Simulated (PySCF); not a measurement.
Homolysis of 421-48-7, bond by bond

Parent: `C[C@@H](F)C(F)(F)F` (C3H4F4). Non-hydrogen atoms are numbered in `[CH3:1][C@@H:2]([F:3])[C:4]([F:5])([F:6])[F:7]`.

These are calculated values, M06-2X/def2-TZVP in PySCF (grid level 3) at geometries from PBE0-D3(BJ)/def2-SVP. Zero-point and thermal terms (298.15 K, 1 bar) come from unscaled GFN2-xTB harmonic frequencies, with soft modes damped to free rotors in the entropy. These were taken at the GFN2-xTB minima.

```tsv
bond	r / Å	radicals	BDE(298 K) / eV	BDFE / eV	D₀ / eV	Dₑ / eV
C1–C2	1.507	CH3• + F[CH]C(F)(F)F	4.16	3.60	4.08	4.42
C2–C4	1.523	C[CH]F + F[C](F)F	4.21	3.61	4.17	4.36
C2–H	1.104	C[C](F)C(F)(F)F + H•	4.28	3.87	4.20	4.58
C1–H	1.099	[CH2][C@@H](F)C(F)(F)F + H•	4.45	4.07	4.38	4.79
C2–F3	1.370	C[CH]C(F)(F)F + F•	4.86	4.36	4.80	4.99
C4–F5	1.337	C[C@@H](F)[C](F)F + F•	5.52	5.04	5.47	5.59
```

Homolysis to relaxed radicals in the gas phase; the table need not hold every single bond outside rings.

Lowest value: C1–C2 (4.16 eV); strongest: C4–F5 (5.52 eV).

Known limits: the order of C1–C2 and C2–C4, of C2–C4 and C2–H is undecided: the gaps lie inside the method's error (some 10 kJ/mol, one structure a species).

Structures, frequencies and single points took 8.4 min of wall time on 1 thread of Arm Neoverse V2 (shared host), launched as `OMP_NUM_THREADS=1 python redox_run.py task.json out`.
